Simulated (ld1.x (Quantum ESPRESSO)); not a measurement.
**I: variants of one TM potential**

Base potential:

* Element: I (Z = 53)
* Generator: ld1.x (Quantum ESPRESSO) 7.5
* Type: norm-conserving Troullier–Martins (Kleinman–Bylander form)
* Functional: PBEsol
* Relativity: scalar-relativistic
* Frozen core: [Ar] 3d10
* Valence charge: 25
* Reference configuration: 4s2 4p6 4d10 5s2 5p5
* Partial waves: 4s (bound): rc 0.70 bohr; 4p (bound): rc 1.20 bohr; 4d (bound): rc 1.25 bohr
* Local potential: the d channel
* Core correction: none

Occupied shells without a wave of their own: 5p, 5s. They enter only through the test configuration that unscreens the potential.

Cutoffs, loose and tight: the cutoffs (Ry, on a coarse ladder) from which the occupation-weighted sum of valence levels, in a spherical-Bessel basis at the reference potential, stays within 10 and 1 mRy of its value at 400 Ry. They do not see the model core or the augmentation charge, which bear on the density cutoff. Test errors are all-electron minus pseudo excitation energies from the reference, over the configurations 4s2 4p6 4d10 5s2 5p4; 4s2 4p6 4d10 5s2 5p3; 4s2 4p6 4d10 5s2 5p2; 4s2 4p6 4d10 5s2 5p5.3; 4s1 4p6 4d10 5s2 5p5; 4s2 4p6 4d9 5s2 5p6; 4s2 4p6 4d10 5s1 5p5. A dash means not determined; rows that change the core or the reference have their own tests.

A true bound ghost makes a file unfit for plane-wave use even where its test errors are small: the radial tests pick states by their node count and pass the ghost by. Where a test does run into it, the solver fails or the error is huge.

On the changes marked as counting shells twice: ld1.x takes every shell without a wave as core, so the model core holds the marked electrons as well and exchange and correlation see them twice. This cancels in the reference configuration, but the file is broken for other ones, and its errors say nothing about a proper core correction.

```csv
change,outcome,"cutoff, loose","cutoff, tight",bound ghosts,largest test error (meV)
base,"generated, misses its reference levels by 0.28 eV",300 Ry,over 300 Ry,none,-1355
"core correction a·sin(br)/r model core inside 0.82 bohr (5p, 5s counted twice)","generated, misses its reference levels by 0.28 eV",300 Ry,over 300 Ry,none,-2449
"all radii scaled by about 0.90 (s 0.64, p 1.08, d 1.12 bohr)","generated, misses its reference levels by 0.57 eV",over 300 Ry,over 300 Ry,none,-1031
wave 4d (bound): rc 1.25 bohr becomes 4d (bound): rc 1.64 bohr,"generated, misses its reference levels by 0.18 eV",300 Ry,over 300 Ry,none,+803
local potential the s channel,"generated, misses its reference levels by 0.54 eV",300 Ry,over 300 Ry,none,-2899
wave 4s (bound): rc 0.70 bohr becomes 4s (bound): rc 1.04 bohr,"generated, misses its reference levels by 1.42 eV",160 Ry,260 Ry,none,-1599
```

Task: What comes out with this change to the base: wave 4p (bound): rc 1.20 bohr becomes 4p (bound): rc 1.56 bohr?

Result: outcome: generated, misses its reference levels by 0.45 eV; cutoff, loose: 300 Ry; cutoff, tight: over 300 Ry; bound ghosts: none; largest test error (meV): -2412.

Task: What comes out with this change to the base: core [Kr] 4d10, valence charge 7; reference 5s1 5p6; waves now 5s (bound): rc 1.65 bohr; 5p (bound): rc 1.60 bohr; local potential all-electron potential smoothed inside 1.35 bohr (lloc = -1); core correction Bessel-smoothed model core inside 0.95 bohr?

Result: outcome: generated; cutoff, loose: 35 Ry; cutoff, tight: 110 Ry; bound ghosts: s, d, p; largest test error (meV): 6 of 7 tests not solved or not reliable.
